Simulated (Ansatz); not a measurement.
Geometry optimisation, Ansatz, RKS PBE/def2-SVP.

The input (input.yaml):

```yaml
crystal:
  periodic: [false, false, false]
  atoms:
    - { symbol: W, position_ang: [0.0, 0.0, 0.0] }
    - { symbol: F, position_ang: [0.0, 0.0, 2.2] }
    - { symbol: Cl, position_ang: [2.39, 0.0, 0.0] }
    - { symbol: Cl, position_ang: [0.0, 2.39, 0.0] }
    - { symbol: Cl, position_ang: [-2.39, 0.0, 0.0] }
    - { symbol: Cl, position_ang: [0.0, -2.39, 0.0] }
    - { symbol: Cl, position_ang: [0.0, 0.0, -2.39] }
    - { symbol: Br, position_ang: [1.8861, 1.9648, 0.905] }
    - { symbol: H, position_ang: [0.861, 0.8969, 2.1051] }
basis:
  gaussian: { orbitals: def2-SVP }
hamiltonian:
  xc: pbe
relax:
  f_tol: 0.15
  max_steps: 25
  restrain:
    - { distance: [0, 7], at: 2.57, k: 30.0 }
    - { distance: [8, 1], at: 0.92, k: 30.0 }
    - { distance: [0, 1], at: 3.05, k: 30.0 }
    - { distance: [8, 7], at: 2.75, k: 30.0 }
```

Run as:

```bash
$ ansatz run input.yaml --threads 4 --pin off --max-ram 5120MiB --backend cpu --events-out ev --progress --plain --runs-dir out
```

Problem. Where does it end, and by what steps?

Solution. The run converged. The restraints hold the end off the free minimum. After 15 steps the energy has fallen by 6.993 eV (the restraints' own energy left out); H9 moved furthest, 1.57 Å. Parted: W1–F2 (2.20 → 3.08 Å), Cl3–Br8 (2.22 → 3.37 Å), Cl4–Br8 (2.13 → 3.37 Å). Joined: F2–H9 (1.25 → 0.93 Å).

```json
{"step": "0", "energy less start (eV)": "0.0000", "largest force component (eV/Å)": "7.540", "accepted": "yes"}
{"step": "1", "energy less start (eV)": "-1.4132", "largest force component (eV/Å)": "6.161", "accepted": "yes"}
{"step": "2", "energy less start (eV)": "-2.3318", "largest force component (eV/Å)": "5.342", "accepted": "yes"}
{"step": "3", "energy less start (eV)": "-3.9187", "largest force component (eV/Å)": "3.195", "accepted": "yes"}
{"step": "4", "energy less start (eV)": "-5.1048", "largest force component (eV/Å)": "1.393", "accepted": "yes"}
{"step": "5", "energy less start (eV)": "-5.7268", "largest force component (eV/Å)": "0.736", "accepted": "yes"}
{"step": "6", "energy less start (eV)": "-5.9530", "largest force component (eV/Å)": "0.702", "accepted": "yes"}
{"step": "7", "energy less start (eV)": "-6.1502", "largest force component (eV/Å)": "0.497", "accepted": "yes"}
{"step": "8", "energy less start (eV)": "-6.3214", "largest force component (eV/Å)": "0.507", "accepted": "yes"}
{"step": "9", "energy less start (eV)": "-6.5029", "largest force component (eV/Å)": "0.455", "accepted": "yes"}
{"step": "10", "energy less start (eV)": "-6.6612", "largest force component (eV/Å)": "0.561", "accepted": "yes"}
{"step": "11", "energy less start (eV)": "-6.7919", "largest force component (eV/Å)": "0.547", "accepted": "yes"}
{"step": "12", "energy less start (eV)": "-6.8951", "largest force component (eV/Å)": "0.567", "accepted": "yes"}
{"step": "13", "energy less start (eV)": "-6.9741", "largest force component (eV/Å)": "0.601", "accepted": "yes"}
{"step": "14", "energy less start (eV)": "-6.9906", "largest force component (eV/Å)": "0.683", "accepted": "yes"}
{"step": "15", "energy less start (eV)": "-6.9934", "largest force component (eV/Å)": "0.669", "accepted": "yes"}
```

```xyz
9
Properties=species:S:1:pos:R:3
W 0.384 0.382 -0.355
F -0.336 -0.288 2.564
Cl 2.447 0.189 -1.442
Cl 0.175 2.467 -1.404
Cl -1.755 0.673 0.448
Cl 0.694 -1.735 0.492
Cl -0.582 -0.592 -2.251
Br 1.639 1.598 1.506
H 0.082 0.168 3.261
```

Time of the run: 3.6 min on 4 threads of AMD EPYC 7571, with other jobs on the host, peak memory 0.4 GiB.
